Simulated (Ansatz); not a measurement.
A nudged elastic band was laid between two geometries of CH₇FOSi₂ (12 atoms, charge 0, multiplicity 1).

The calculation used Ansatz 0.2.0, RKS B3LYP-D4/def2-SVP.

```json
{
 "movable images": "5",
 "climbing image": "yes",
 "spring": "5.0 eV/Å²",
 "optimiser": "quadratic models (default)",
 "start path": "straight line",
 "force threshold": "0.05 eV/Å",
 "iteration limit": "60",
 "end points": "relaxed"
}
```

First end point:

```xyz
12
Properties=species:S:1:pos:R:3
F -1.569 0.327 0.420
C -0.523 -0.349 -0.219
Si -0.296 -2.054 0.635
O 0.649 0.377 -0.089
Si 0.792 2.028 -0.417
H -0.824 -0.423 -1.284
H 0.811 -2.791 -0.036
H -1.562 -2.831 0.516
H 0.027 -1.814 2.067
H 0.290 2.857 0.711
H 2.245 2.265 -0.609
H 0.035 2.354 -1.661
```

Last end point:

```xyz
12
Properties=species:S:1:pos:R:3
F -1.595 -0.071 -0.436
C -0.245 -0.441 -0.440
Si -0.075 -2.114 0.488
O 0.503 0.517 0.223
Si 0.392 2.179 -0.056
H 0.044 -0.493 -1.511
H -0.883 -3.149 -0.218
H -0.581 -1.925 1.874
H 1.358 -2.518 0.503
H -0.778 2.775 0.643
H 1.649 2.752 0.487
H 0.288 2.430 -1.523
```

**Question.** What changes between the two ends?

**Answer.** No bond is made or broken. The dihedral F1–C2–Si3–H9 goes from -60 to -180°. The two ends are copies of one structure, up to a mirror image or an exchange of like atoms.

**Question.** Give the energies along the band, and the barrier.

**Answer.** It converged. The highest image is number 3 of 0 to 6, 10.4 kJ/mol above the ends, which have the same energy within 2 meV. Another band between the same ends (5 images) ends at a top of the same energy, where a vibrational analysis finds 1 clearly imaginary mode.

```json
{"image": "0", "path coordinate (Å)": "0.00", "energy (kJ/mol)": "0.0", "dihedral F1–C2–Si3–H9 (°)": "-60"}
{"image": "1", "path coordinate (Å)": "0.73", "energy (kJ/mol)": "2.2", "dihedral F1–C2–Si3–H9 (°)": "-77"}
{"image": "2", "path coordinate (Å)": "1.46", "energy (kJ/mol)": "7.4", "dihedral F1–C2–Si3–H9 (°)": "-98"}
{"image": "3", "path coordinate (Å)": "2.19", "energy (kJ/mol)": "10.4", "dihedral F1–C2–Si3–H9 (°)": "-121"}
{"image": "4", "path coordinate (Å)": "2.91", "energy (kJ/mol)": "7.4", "dihedral F1–C2–Si3–H9 (°)": "-144"}
{"image": "5", "path coordinate (Å)": "3.63", "energy (kJ/mol)": "2.2", "dihedral F1–C2–Si3–H9 (°)": "-165"}
{"image": "6", "path coordinate (Å)": "4.36", "energy (kJ/mol)": "0.0", "dihedral F1–C2–Si3–H9 (°)": "-180"}
```

**Question.** What is the geometry of the highest image?

**Answer.** 
```xyz
12
Properties=species:S:1:pos:R:3
F -1.648 0.143 -0.005
C -0.398 -0.394 -0.322
Si -0.187 -2.103 0.566
O 0.596 0.474 0.093
Si 0.606 2.132 -0.232
H -0.393 -0.490 -1.428
H -0.003 -3.163 -0.469
H -1.411 -2.398 1.361
H 1.008 -2.061 1.452
H -0.272 2.880 0.706
H 2.016 2.559 -0.048
H 0.163 2.366 -1.638
```

The run took 3.4 min on 2 threads of Arm Neoverse N1, on a shared host, peak memory 0.28 GiB.
